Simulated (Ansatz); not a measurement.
Ansatz (a quantum-chemistry and plane-wave program) input for ZnH2, SMILES [ZnH2], PBE0-D3(BJ)/def2-TZVPD. 

Ansatz 0.2 input:
```yaml
crystal:
  periodic: [false, false, false]
  atoms:
    - {symbol: Zn, position_ang: [0.00000000, 0.00000000, 0.00000000]}
    - {symbol: H, position_ang: [0.00000000, 0.00000000, -1.54584727]}
    - {symbol: H, position_ang: [0.00000000, 0.00000000, 1.54584727]}
basis:
  gaussian:
    orbitals: def2-TZVPD
hamiltonian:
  xc: pbe0
  dispersion: d3bj
relax: {f_tol: 0.002, max_steps: 200}
```

Output:

```
WARN ansatz: RAYON_NUM_THREADS=1 ignored (pool sized by the plan → 1); use --threads N
Functional definition: PBE0
integrals: 0.02 GiB planned
627 factors; integrals over basis functions are off by at most 5.5e-4 eV
mean field: 0.19 GiB planned
mean field evaluation 1: about -48443.6056 eV, gradient 3.3e1 eV
mean field evaluation 2: about -48442.1742 eV, gradient 6.2e1 eV
mean field evaluation 4: about -48444.6629 eV, gradient 6.8e-1 eV
mean field evaluation 8: about -48444.6641 eV, gradient 2.2e-4 eV
mean field -48444.66414555 eV, -1780.3085703762 hartree, gradient 3.1e-5 eV, S^2 0.000000; 0 other end points of the search recorded, 0 dependent functions left out
the calculation of the forces begins
reference -48444.66417098 eV, -1780.3085713108 hartree; 16, 16 occupied and 53, 53 virtual orbitals, 627 factors
relax step   1: F+E_penalty+E_count = -48444.68033222 eV  Δ(F+E_penalty+E_count) = +0.000e0 eV  max|allowed force component| = 2.035e-2 eV/Å  Δτ_max = 0.0000 Å  (22 SCF iters, accepted)
these checks for a lower state are left out or cut short: starts, cluster_reference, orbital_swaps, neighbouring_geometries, increment
integrals: 0.02 GiB planned
627 factors; integrals over basis functions are off by at most 5.5e-4 eV
mean field: 0.19 GiB planned
mean field evaluation 16: about -48444.6642 eV, gradient 1.8e-5 eV
mean field -48444.66417232 eV, -1780.3085713600 hartree, gradient 1.8e-5 eV, S^2 0.000000; 0 other end points of the search recorded, 0 dependent functions left out
the calculation of the forces begins
reference -48444.66419774 eV, -1780.3085722943 hartree; 16, 16 occupied and 53, 53 virtual orbitals, 627 factors
relax step   2: F+E_penalty+E_count = -48444.68036049 eV  Δ(F+E_penalty+E_count) = -2.827e-5 eV  max|allowed force component| = 5.939e-3 eV/Å  Δτ_max = 0.0011 Å  (18 SCF iters, accepted)
these checks for a lower state are left out or cut short: starts, cluster_reference, orbital_swaps, neighbouring_geometries, increment
integrals: 0.02 GiB planned
627 factors; integrals over basis functions are off by at most 5.5e-4 eV
mean field: 0.19 GiB planned
mean field -48444.66417432 eV, -1780.3085714337 hartree, gradient 7.2e-6 eV, S^2 0.000000; 0 other end points of the search recorded, 0 dependent functions left out
the calculation of the forces begins
reference -48444.66419975 eV, -1780.3085723679 hartree; 16, 16 occupied and 53, 53 virtual orbitals, 627 factors
relax step   3: F+E_penalty+E_count = -48444.68036311 eV  Δ(F+E_penalty+E_count) = -2.625e-6 eV  max|allowed force component| = 4.945e-6 eV/Å  Δτ_max = 0.0004 Å  (18 SCF iters, accepted)
integrals: 0.02 GiB planned
627 factors; integrals over basis functions are off by at most 5.5e-4 eV
mean field: 0.19 GiB planned
mean field evaluation 32: about -48444.6642 eV, gradient 2.2e-4 eV
mean field -48444.66417432 eV, -1780.3085714337 hartree, gradient 7.2e-6 eV, S^2 0.000000; 1 other end points of the search recorded, 0 dependent functions left out
the calculation of the forces begins
reference -48444.66419975 eV, -1780.3085723679 hartree; 16, 16 occupied and 53, 53 virtual orbitals, 627 factors
Total energy: -48444.68038853 eV, -1780.3091672948 hartree
Atom 0 at    -0.000000     0.000000     0.000000 Å, force     0.000000    -0.000000     0.000000 eV/Å
Atom 1 at     0.000000    -0.000000    -1.544330 Å, force    -0.000000     0.000000    -0.000005 eV/Å
Atom 2 at     0.000000    -0.000000     1.544330 Å, force    -0.000000     0.000000     0.000005 eV/Å
Dipole moment:    -0.000000     0.000000    -0.000000 e Å
```

The calculation finished and met its thresholds.

Cost: very roughly 3 core-seconds.
